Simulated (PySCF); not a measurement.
This PySCF input asks for the NMR shieldings of `C(CN[SiH2]C(F)(F)F)[SiH3]`, C3H10F3NSi2; the geometry comes from GFN2-xTB.

```python
import basis_set_exchange as bse
import numpy as np
from pyscf import gto, dft
from pyscf.prop import nmr

atoms = """
F     3.648527   -1.250257    0.104354
C     2.899986   -0.427520    0.864487
F     2.302938   -1.221040    1.783977
F     3.772419    0.336437    1.551983
Si    1.639635    0.634538   -0.156603
N     0.384343   -0.478106   -0.449651
C    -0.814677   -0.136582   -1.185329
C    -1.827580    0.656490   -0.361792
Si   -2.404471   -0.228161    1.225870
H     1.400166    1.817045    0.680263
H     2.297548    0.989441   -1.411057
H     0.215815   -1.218131    0.218495
H    -0.502973    0.450734   -2.053164
H    -1.277261   -1.059197   -1.547259
H    -1.383578    1.619702   -0.104861
H    -2.688308    0.868127   -0.997718
H    -3.493069    0.552991    1.812022
H    -1.299605   -0.329334    2.181104
H    -2.879659   -1.567929    0.867745
"""
names = dict.fromkeys(["F", "C", "Si", "N", "H"], "pcSseg-1")
basis = {el: gto.basis.parse(bse.get_basis(n, elements=[el], fmt="nwchem")) for el, n in names.items()}
mol = gto.M(atom=atoms, basis=basis, charge=0, verbose=0)
mf = dft.RKS(mol, xc="PBE0")
mf.grids.level = 2
mf.grids.alignment = dft.numint.BLKSIZE   # the property module wants whole blocks of grid points
mf.conv_tol = 1e-9
mf.kernel()

calc = nmr.RKS(mf)   # GIAO
C = mf.mo_coeff
Co = C[:, mf.mo_occ > 0]
resp = mf.gen_response(singlet=True, hermi=2)
def vind(x):   # induced exchange potential for any number of trial vectors
    d = np.einsum("pi,xij,qj->xpq", C, 2 * x.reshape(-1, C.shape[1], Co.shape[1]), Co, optimize=True)
    return np.einsum("xpq,pi,qj->xij", resp(d - d.transpose(0, 2, 1)), C, Co, optimize=True).ravel()
mo1, _ = nmr.rhf.solve_mo1(calc, with_cphf=vind)
sigma = calc.kernel(mo1)
for i, s in enumerate(sigma):   # ppm
    print("%2d %-2s %9.2f" % (i, mol.atom_pure_symbol(i), np.trace(s) / 3))
```

Question: What are the results?

Answer: 
```
 0 F     243.28
 1 C      48.34
 2 F     249.69
 3 F     244.72
 4 Si    392.89
 5 N     238.32
 6 C     142.53
 7 C     169.96
 8 Si    426.66
 9 H      26.68
10 H      26.95
11 H      30.86
12 H      28.48
13 H      28.63
14 H      30.64
15 H      30.80
16 H      27.86
17 H      27.64
18 H      28.00
```

These numbers come from an equivalent density-fitted implementation of the same equations, which agrees with the script to about 0.01 ppm for H and up to a few tenths of a ppm for heavy atoms, so last digits may differ.

Question: Turn these shieldings into chemical shifts. Chemical shifts δ = σref − σ; $^{19}$F (170.95 ppm) against CFCl3; $^{13}$C (186.93 ppm), $^{29}$Si (349.16 ppm), $^{1}$H (31.72 ppm) vs TMS; NH3 for $^{15}$N (267.73 ppm), all at this level.

Answer: Averaging equivalent atoms: F 0/2/3: -75.0; C 1: 138.6; C 6: 44.4; C 7: 17.0; Si 4: -43.7; Si 8: -77.5; N 5: 29.4; H 9/10: 4.90; H 16/17/18: 3.88; H 12/13: 3.16; H 14/15: 1.00; H 11: 0.86 ppm. Unscaled 19F shifts against computed CFCl3 carry errors that often reach 10 to 50 ppm. Experimental scales use liquid or dissolved standards, which lie at an offset from isolated NH3 (liquid NH3: subtract about 20 ppm).

Size and cost of the density-fitted run: 217 basis functions, 48 s wall time on 1 thread of an Arm Neoverse V1, shared host; peak memory 0.96 GiB.
